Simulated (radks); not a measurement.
The numbers below are computed, except where a source is named.
Trend from La to Lu: ionisation energy by Delta-SCF between NIST ground configurations, and size. Code: a radial shooting solver on a logarithmic mesh with Libxc functionals. Model: Dirac Kohn-Sham, BLYP, spin-unpolarised, spherical densities, point nucleus; open shells fill j = l - 1/2 first.

species      configuration  configuration of the ion  IE (eV)  NIST (eV)       kind  -e(HOMO) (eV)  outermost  <r> outermost (bohr)
La            [Xe] 5d1 6s2                  [Xe] 5d2    5.977      5.577       exp.  2.977 (5d3/2)      6s1/2                  4.43
Ce        [Xe] 4f1 5d1 6s2              [Xe] 4f1 5d2    6.174      5.539       exp.  2.956 (5d3/2)      6s1/2                  4.35
Pr            [Xe] 4f3 6s2              [Xe] 4f3 6s1    5.644      5.470  semi-emp.  1.110 (4f5/2)      6s1/2                  4.48
Nd            [Xe] 4f4 6s2              [Xe] 4f4 6s1    5.726      5.525       exp.  1.612 (4f5/2)      6s1/2                  4.42
Pm            [Xe] 4f5 6s2              [Xe] 4f5 6s1    5.805      5.582       exp.  2.014 (4f5/2)      6s1/2                  4.36
Sm            [Xe] 4f6 6s2              [Xe] 4f6 6s1    5.882      5.644       exp.  2.333 (4f5/2)      6s1/2                  4.31
Eu            [Xe] 4f7 6s2              [Xe] 4f7 6s1    5.960      5.670       exp.  2.033 (4f7/2)      6s1/2                  4.25
Gd        [Xe] 4f7 5d1 6s2          [Xe] 4f7 5d1 6s1    6.544      6.150       exp.  2.483 (5d3/2)      6s1/2                  3.99
Tb            [Xe] 4f9 6s2              [Xe] 4f9 6s1    6.115      5.864       exp.  2.319 (4f7/2)      6s1/2                  4.15
Dy           [Xe] 4f10 6s2             [Xe] 4f10 6s1    6.193      5.939       exp.  2.384 (4f7/2)      6s1/2                  4.10
Ho           [Xe] 4f11 6s2             [Xe] 4f11 6s1    6.271      6.022       exp.  2.403 (4f7/2)      6s1/2                  4.05
Er           [Xe] 4f12 6s2             [Xe] 4f12 6s1    6.349      6.108       exp.  2.381 (4f7/2)      6s1/2                  4.00
Tm           [Xe] 4f13 6s2             [Xe] 4f13 6s1    6.428      6.184       exp.  2.321 (4f7/2)      6s1/2                  3.95
Yb           [Xe] 4f14 6s2             [Xe] 4f14 6s1    6.509      6.254       exp.  2.228 (4f7/2)      6s1/2                  3.91
Lu       [Xe] 4f14 5d1 6s2             [Xe] 4f14 6s2    5.341      5.426       exp.  1.741 (5d3/2)      6s1/2                  3.65

Reference values: NIST Atomic Spectra Database (exp. = measured, semi-emp. = semi-empirical, theory = theoretical value adopted there). Spin polarisation and multiplet splitting are left out, so open shells lie too high by an amount that depends on their filling.

Beside tabulated values, note that spin-unpolarised runs miss the spin-polarisation part of the exchange energy of open shells.
